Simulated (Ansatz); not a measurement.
The cluster Cu₄Ag⁺, relaxed as a singlet with RKS PBE-D4/def2-SVP in Ansatz, starting from the GFN1-xTB geometry. Force threshold 0.02 eV/Å.

In the def2 sets Ag takes a core potential; there is no spin–orbit coupling. Another isomer (singlet) lies 0.05 eV lower at PBE0-D4/def2-TZVP; other spin states weren't run for this one.

Start:

```csv
atom,x (Å),y (Å),z (Å)
Ag1,-1.838,-0.546,1.916
Cu2,-1.023,1.357,0.446
Cu3,0.874,1.010,-1.199
Cu4,1.898,-1.100,-1.345
Cu5,0.090,-0.720,0.182
```

| step | energy (eV) | largest force component (eV/Å) | SCF passes |
| --- | --- | --- | --- |
| 1 | -182506.5309 | 0.316 | 40 |
| 2 | -182506.5460 | 0.157 | 25 |
| 3 | -182506.5489 | 0.027 | 27 |
| 4 (rejected) | -182506.5483 | 0.083 | 27 |
| 5 | -182506.5492 | 0.002 | 26 |
| 6 | -182506.5492 | 0.005 | 25 |
| 7 | -182506.5493 | 0.003 | 27 |
| 8 | -182506.5494 | 0.008 | 25 |
| 9 | -182506.5501 | 0.062 | 31 |
| 10 | -182506.5512 | 0.069 | 25 |
| 11 | -182506.5539 | 0.172 | 30 |
| 12 | -182506.5621 | 0.040 | 25 |
| 13 | -182506.5629 | 0.027 | 25 |
| 14 | -182506.5632 | 0.011 | 26 |

Force components are those of the run's own axes.

End:

```csv
atom,x (Å),y (Å),z (Å)
Ag1,-1.995,-0.467,1.683
Cu2,-0.619,1.358,0.726
Cu3,0.482,0.813,-1.430
Cu4,2.025,-0.884,-1.205
Cu5,0.108,-0.820,0.226
```

By distances, no bond broke or formed. The bond that changes most is Ag1–Cu2, from 2.54 to 2.48 Å (atoms count from 1).

The force fell under the threshold at step 5, but the optimiser went on and released 0.014 eV more. No frequencies were taken in this run, so the end may be a saddle point.

Run time 24 s (4 threads of Intel Xeon Platinum 8375C on a shared host).
